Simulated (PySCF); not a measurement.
Compound: C5H10O2SSi.
Atom-mapped SMILES: `[SiH3:1][O:2][C:3](=[S:4])[O:5][CH2:6][CH:7]1[CH2:8][CH2:9]1`

NICS is the negative of the GIAO shielding at a point without a nucleus: at the ring centre (0) and 1 Å above and below it (1); zz is the component along the ring normal. Level: GIAO PBE0/pcSseg-1 (PySCF, non-relativistic, gas phase) on the GFN2-xTB geometry, one conformer.

Ring bond lengths (Å), with Mayer bond orders in brackets: C7–C8 1.500 (0.94), C8–C9 1.496 (0.98), C9–C7 1.499 (0.95).

Question: What do the NICS probes read (ppm)?

Answer: 
```
    ring                                            type  NICS(0)  NICS(1), two faces  NICS(1)zz, two faces  rms pucker (Å)  centre to ring atoms, mean (Å)
C7–C8–C9  3-membered carbocycle; formal bonds all single    -43.8         -8.6 / -8.6         -21.9 / -23.6            0.00                            0.87
```

Question: What do they say, and how far can they be read as aromaticity?

Answer: 
- C7–C8–C9: mean NICS(1)zz -22.8 ppm, shielded. C7, C8, C9 have four or more neighbours; no verdict on aromaticity is drawn. NICS(0) lies 35 ppm below the mean NICS(1).

Question: What field does 9.4 T along the ring normal induce along that normal at the second NICS(1) probe listed for ring C7–C8–C9, 1 Å off the ring?

Answer: NICSzz × B0 = -23.6 ppm × 9.4 T = -222 μT, against the applied field.

Question: What are the shieldings of the ring atoms and their hydrogens in the same run (means over atoms taken as equivalent)?

Answer: 
```csv
atoms,environment,σ isotropic (ppm),"principal values of the symmetric part, first atom (ppm)"
C7,three-membered-ring carbon,174.7,"142.2, 164.3, 217.4"
C8 (×2),three-membered-ring carbon,181.9,"148.6, 177.0, 215.8"
H on C7,methine hydrogen,30.55,"23.9, 28.3, 39.4"
H on C8 (×2),methylene hydrogen,31.08,"25.8, 26.3, 41.2"
H on C8 (×2),methylene hydrogen,31.43,"26.4, 28.3, 39.5"
```

Shape of the structure used: `[SiH3:1][O:2][C:3](=[S:4])[O:5][CH2:6][CH:7]1[CH2:8][CH2:9]1`: Si1–O2–C3–S4 179°, O2–C3–O5–C6 179°, C3–O5–C6–C7 180°, O5–C6–C7–C8 83°.
